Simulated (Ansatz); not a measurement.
```xyz
10

N     1.304    0.224    1.253
B     0.440    0.813    0.345
Si   -1.212   -0.158   -0.267
Se   -0.976   -0.740   -2.477
H     2.159    0.660    1.561
H     1.143   -0.675    1.676
H     0.726    1.891   -0.093
H    -2.438    0.685   -0.275
H    -1.503   -1.375    0.550
H     0.357   -1.323   -2.273
```

Charge 0, multiplicity 1.

**Question.** List the PBE/def2-TZVPP orbital energies in eV (Ansatz). (An estimate is asked.)

**Answer.** The calculation gave: Occupied: -12301.96, -1779.54, -1561.94, -1402.73, -1402.70, -1402.64, -381.13, -204.93, -176.86, -150.28, -150.18, -149.99, -137.27, -94.05, -93.99, -93.95, -53.39, -53.37, -53.22, -53.15, -53.12, -22.10, -17.28, -13.56, -13.15, -12.21, -9.54, -9.36, -8.21, -7.96, -7.48, -6.85, -5.53. Lowest empty: -1.87, -0.63, -0.23, 0.26, 0.66, 1.03, 1.23, 1.44.
